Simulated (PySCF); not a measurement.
Pb(IV) with different ligands

Computed with PySCF 2.14.0, PBE0, def2-SVP on the ligands, density fitting, scalar-relativistic core potentials, no spin-orbit coupling, vacuum. The metal has def2-SVP with ECP60. Each complex is relaxed within the symmetry of a template of the same shape. Distances are means of the shortest metal–ligand contacts, charges and spins Mulliken's; removal energies are rigid, with the ligand's formal charge and no counterpoise, so too large; for an anion taken off a cation in vacuum most of it is the attraction of opposite charges, and multiply charged cations can part far more cheaply with an electron moved from ligand to metal.

```csv
complex,point group,M–first ligand (Å),charge on M (e),HOMO–LUMO gap (eV),removal of one first-named ligand (eV),"strongest infrared band, degenerate modes summed (cm⁻¹)",unstable modes (below −25 cm⁻¹)
[PbF3(H2O)]+,Cs,1.982,1.60,5.91,18.39,3844,0
[PbCl3(NH3)]+,C3,2.382,0.94,4.53,14.82,3567,0
[Pb(NH2)3(H2O)]+,Cs,2.098,0.94,5.23,17.25,–,2
[Pb(OH)3(H2O)]+,C1,2.042,1.23,5.24,17.95,–,not given
[Pb(SH)3(NH3)]+,C1,2.469,0.66,4.16,14.51,–,not given
```

Task: A further member has point group Cs, M–first ligand (Å) 1.737, charge on M (e) 0.64, HOMO–LUMO gap (eV) 7.77, removal of one first-named ligand (eV) 17.94, strongest infrared band, degenerate modes summed (cm⁻¹) 156, unstable modes (below −25 cm⁻¹) 0. Which complex is it?

Result: [PbH3(H2O)]+. This is one of several that fit.

Members with unstable modes aren't minima as they stand: saddle points kept by symmetry or, where the modes are soft, flat surfaces and noise. Moved off a saddle point of the template and relaxed again: [PbCl3(NH3)]+. One start shape was tried for each, so a minimum needn't be the lowest isomer.
